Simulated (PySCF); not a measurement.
**How methods differ on the excitation energy of Pt²⁺**

Pt²⁺ [Xe] 4f14 5d8 (3F) → Pt²⁺ [Xe] 4f14 5d7 6s1, s spin flipped, as a difference of total energies. Calculation: PySCF 2.14, in aug-cc-pVTZ-PP with ECP60MDF (6s6p5d3f2g, 88 functions); a scalar-relativistic core potential. Correlated levels: valence: 5s2 5p6 frozen. The calculations carry no spin-orbit coupling.

| method | excitation energy (eV) |
| --- | --- |
| UHF | 3.957 |
| LDA | 3.750 |
| PBE | 3.913 |
| PBE0 | 4.060 |
| r2SCAN | 3.946 |
| B97-3 | 4.102 |
| LC-wPBE | 4.171 |
| BP86 | 3.912 |
| wB97M-V | 4.084 |
| MP2 (valence) | 4.206 |
| SCS-MP2 (valence) | 4.195 |

Question: How much does correlation contribute at MP2 (valence)?

Answer: 4.206 − (3.957) = 0.249 eV, measured against UHF.

The upper determinant mixes two multiplicities, so it lies between the two terms.
